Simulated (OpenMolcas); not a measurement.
V3+ (d2) among equal point charges was computed by CASSCF with the d shell active (OpenMolcas, ANO-RCC-VDZP on the metal). Its lowest spin-free states, and all those of the highest spin:

```
2S+1  Degeneracy  E (cm-1)
   3           1       0.0
   3           3      5562
   3           3      9741
   1           2     15103
   1           3     20538
   3           3     23377
   1           1     23830
   1           3     26262
   1           2     30487
   1           3     31096
   1           1     59460
```

Question: Is the site octahedral, tetrahedral or cube-like, axial, or of lower symmetry?

Answer: The states with 2S+1 = 3 have orbital degeneracies 1, 3, 3, 3. Threefold states need a cubic site. For d2 at this spin an octahedron puts the threefold T1 below the threefold T2 and a tetrahedron or cube puts the single A2 below the threefold T2, so the site is a tetrahedron or a cube, which this pattern cannot tell apart. The first gap at this spin, 5560 cm-1, is |10Dq| in ligand-field theory. The run had V3+ among 8 point charges of -1.6 e arranged as a cube (Oh), 1.88 Å from the ion.

Without dynamic correlation the repulsion within the d shell is too large (B by tens of per cent), so at a given field states of lower spin stand too high. Point charges carry no covalency, so the field is a model and not that of real ligands. No measured value stands beside these numbers.
